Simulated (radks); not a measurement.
Problem. All-electron atom: Tl II in [Xe] 4f13.5 5d10 6s1 6p1.5 (fractional occupations, a model configuration). All-electron calculation, scalar-relativistic Kohn-Sham, LDA (Slater exchange, Perdew-Wang correlation), spin-polarised, spherical densities, finite nucleus; open shells are filled with parallel spins first (spin-orbit coupling, left out, can overturn this in heavy ions); Fermi nuclear charge, rms radius 5.4759 fm. Program: a radial shooting solver on a logarithmic mesh with Libxc functionals. Some entries of the table are withheld. Estimate them.

| orbital | occ. | eigenvalue (eV) | <r^2> (bohr^2) |
|---|---|---|---|
| 1s up | 1 | -85531.98 | 0.0003694 |
| 1s down | 1 | -85531.93 | 0.0003694 |
| 2s up | 1 | -15247.81 | 0.005613 |
| 2s down | 1 | -15247.76 | 0.005613 |
| 2p up | 3 | -13128.00 | 0.004758 |
| 2p down | 3 | -13127.95 | 0.004758 |
| 3s up | 1 | -3655.395 | 0.03614 |
| 3s down | 1 | -3654.952 | 0.03614 |
| 3p up | 3 | -3044.970 | 0.03731 |
| 3p down | 3 | -3044.519 | 0.03731 |
| 3d up | 5 | -2409.783 | 0.03090 |
| 3d down | 5 | -2409.425 | 0.03089 |
| 4s up | 1 | -829.9418 | 0.1730 |
| 4s down | 1 | -829.2369 | 0.1730 |
| 4p up | 3 | -629.3487 | 0.1978 |
| 4p down | 3 | -628.6690 | 0.1978 |
| 4d up | 5 | -393.8271 | 0.2222 |
| 4d down | 5 | -393.1644 | 0.2223 |
| 5s up | 1 | -145.5198 | 0.8492 |
| 5s down | 1 | -145.2020 | 0.8493 |
| 4f up | 7 | -133.1674 | 0.2576 |
| 4f down | 6.5 | -132.4905 | 0.2579 |
| 5p up | 3 | -89.8441 | 1.122 |
| 5p down | 3 | -89.5413 | 1.120 |
| 5d up | 5 | -27.8774 | (1) |
| 5d down | 5 | -27.3127 | (2) |
| 6s up | 1 | -19.7545 | (3) |
| 6s down | 0 | -18.2155 | (4) |
| 6p up | 1.5 | -10.7419 | 10.20 |
| 6p down | 0 | -9.1831 | 10.91 |

Solution. 
(1) 5d up <r^2> (bohr^2): 2.108
(2) 5d down <r^2> (bohr^2): 2.055
(3) 6s up <r^2> (bohr^2): 5.926
(4) 6s down <r^2> (bohr^2): 5.897
